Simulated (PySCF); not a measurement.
CH₂Cl, SMILES [CH2]Cl, multiplicity 2.

Coordinates come from a B3LYP-D3(BJ)/def2-TZVP optimisation. The isomer is the one that the SMILES or the coordinates give; other isomers of the formula were not compared.

All values below come from CAM-B3LYP/def2-TZVPD in PySCF.

Gas-phase values at a fixed geometry.

Computed frontier levels, dipole moment and polarisability:
α spin, highest occupied and lowest empty level: -7.72 and 0.95 eV
β spin, highest occupied and lowest empty level: -10.36 and -0.82 eV
dipole moment: 1.11 D
quadrupole, principal values (traceless, Buckingham form, about the centre of nuclear charge): -2.58, 0.44, 2.14 D·Å
mean static polarisability: 28.6 bohr³ (4.24 Å³)
polarisability, principal values: 24.1, 25.3, 36.4 bohr³
⟨S²⟩: 0.755 (pure state 0.75)
